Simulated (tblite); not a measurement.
C₄H₈O₃.
Numbering: `[CH3:1][C@@H:2]([CH2:3][OH:4])[O:5][CH:6]=[O:7]` (hydrogens: H8, H9, H10 on C1; H11 on C2; H12, H13 on C3; H14 on O4; H15 on C6)

Computed with GFN2-xTB (tblite), gas phase: Langevin dynamics at 300 K from the optimised GFN2-xTB geometry, time step 0.5 fs, friction 0.01 fs⁻¹, 2000 steps.

Start geometry:
```
atom  x, y, z in Å
C1     -0.708    1.612   -0.085
C2      0.153    0.407    0.254
C3     -0.694   -0.830    0.581
O4     -1.597   -1.071   -0.472
O5      0.994    0.146   -0.882
C6      2.068   -0.585   -0.686
O7      2.442   -1.062    0.347
H8     -0.079    2.452   -0.366
H9     -1.311    1.886    0.776
H10    -1.360    1.358   -0.915
H11     0.802    0.606    1.117
H12    -0.024   -1.686    0.731
H13    -1.230   -0.637    1.522
H14    -2.066   -1.893   -0.299
H15     2.604   -0.693   -1.645
```

The statistics below take the 31 frames saved every 25 fs from 250 to 1000 fs; their kinetic temperature (all 3N coordinates) averages 319 K.

Task: How do the bond lengths spread?

Result: 
```json
{"bond": "C1–C2", "start (Å)": "1.520", "mean (Å)": "1.526", "standard deviation (Å)": "0.033", "shortest (Å)": "1.448", "longest (Å)": "1.574"}
{"bond": "C2–C3", "start (Å)": "1.534", "mean (Å)": "1.542", "standard deviation (Å)": "0.029", "shortest (Å)": "1.476", "longest (Å)": "1.584"}
{"bond": "C3–O4", "start (Å)": "1.408", "mean (Å)": "1.411", "standard deviation (Å)": "0.038", "shortest (Å)": "1.327", "longest (Å)": "1.510"}
{"bond": "C2–O5", "start (Å)": "1.437", "mean (Å)": "1.454", "standard deviation (Å)": "0.030", "shortest (Å)": "1.397", "longest (Å)": "1.523"}
{"bond": "O5–C6", "start (Å)": "1.314", "mean (Å)": "1.319", "standard deviation (Å)": "0.026", "shortest (Å)": "1.274", "longest (Å)": "1.373"}
{"bond": "C6=O7", "start (Å)": "1.198", "mean (Å)": "1.197", "standard deviation (Å)": "0.014", "shortest (Å)": "1.167", "longest (Å)": "1.236"}
{"bond": "C1–H8", "start (Å)": "1.086", "mean (Å)": "1.093", "standard deviation (Å)": "0.029", "shortest (Å)": "1.039", "longest (Å)": "1.146"}
{"bond": "C1–H9", "start (Å)": "1.086", "mean (Å)": "1.089", "standard deviation (Å)": "0.025", "shortest (Å)": "1.043", "longest (Å)": "1.136"}
{"bond": "C1–H10", "start (Å)": "1.086", "mean (Å)": "1.093", "standard deviation (Å)": "0.028", "shortest (Å)": "1.026", "longest (Å)": "1.145"}
{"bond": "C2–H11", "start (Å)": "1.098", "mean (Å)": "1.103", "standard deviation (Å)": "0.033", "shortest (Å)": "1.039", "longest (Å)": "1.178"}
{"bond": "C3–H12", "start (Å)": "1.098", "mean (Å)": "1.102", "standard deviation (Å)": "0.033", "shortest (Å)": "1.044", "longest (Å)": "1.171"}
{"bond": "C3–H13", "start (Å)": "1.100", "mean (Å)": "1.099", "standard deviation (Å)": "0.022", "shortest (Å)": "1.055", "longest (Å)": "1.146"}
{"bond": "O4–H14", "start (Å)": "0.962", "mean (Å)": "0.965", "standard deviation (Å)": "0.018", "shortest (Å)": "0.929", "longest (Å)": "1.002"}
{"bond": "C6–H15", "start (Å)": "1.104", "mean (Å)": "1.111", "standard deviation (Å)": "0.019", "shortest (Å)": "1.064", "longest (Å)": "1.143"}
```

Task: How far does each atom move about its mean position (frames aligned on the start, all atoms weighted alike), and what rms force does it feel?

Result: 
```json
{"atom": "C1", "rms displacement (Å)": "0.13", "rms force (eV/Å)": "2.20"}
{"atom": "C2", "rms displacement (Å)": "0.11", "rms force (eV/Å)": "1.83"}
{"atom": "C3", "rms displacement (Å)": "0.12", "rms force (eV/Å)": "1.82"}
{"atom": "O4", "rms displacement (Å)": "0.29", "rms force (eV/Å)": "1.60"}
{"atom": "O5", "rms displacement (Å)": "0.15", "rms force (eV/Å)": "1.50"}
{"atom": "C6", "rms displacement (Å)": "0.15", "rms force (eV/Å)": "1.78"}
{"atom": "O7", "rms displacement (Å)": "0.31", "rms force (eV/Å)": "1.20"}
{"atom": "H8", "rms displacement (Å)": "0.87", "rms force (eV/Å)": "1.08"}
{"atom": "H9", "rms displacement (Å)": "0.94", "rms force (eV/Å)": "0.89"}
{"atom": "H10", "rms displacement (Å)": "0.89", "rms force (eV/Å)": "1.03"}
{"atom": "H11", "rms displacement (Å)": "0.16", "rms force (eV/Å)": "1.04"}
{"atom": "H12", "rms displacement (Å)": "0.24", "rms force (eV/Å)": "1.08"}
{"atom": "H13", "rms displacement (Å)": "0.26", "rms force (eV/Å)": "0.79"}
{"atom": "H14", "rms displacement (Å)": "0.80", "rms force (eV/Å)": "0.92"}
{"atom": "H15", "rms displacement (Å)": "0.27", "rms force (eV/Å)": "0.68"}
```

The displacements run from 0.11 to 0.94 Å, the largest at H9.

Task: Follow the torsions C1–C2–C3–O4, C1–C2–O5–C6 and C2–O5–C6–O7 through every second one of these frames.

Result: 
```tsv
t (fs)	C1–C2–C3–O4 (°)	C1–C2–O5–C6 (°)	C2–O5–C6–O7 (°)
250	42	150	1
300	40	157	-2
350	64	169	-16
400	72	161	18
450	69	-179	-26
500	75	150	13
550	57	157	-10
600	55	157	0
650	48	145	-2
700	44	142	-6
750	44	137	15
800	61	141	-10
850	60	144	6
900	57	159	-3
950	58	155	8
1000	58	166	-12
```

Largest departure from the start value over all these frames: C1–C2–C3–O4 21° (start 54°), C1–C2–O5–C6 26° (start 161°), C2–O5–C6–O7 26° (start -1°).

The run is classical and short, so these are rough statistics of one trajectory.

What follows is the cost of the whole dynamics run. Time: 9.3 s wall; peak memory 0.18 GiB. Hardware: one thread, Arm Neoverse V1 (aarch64), shared host.
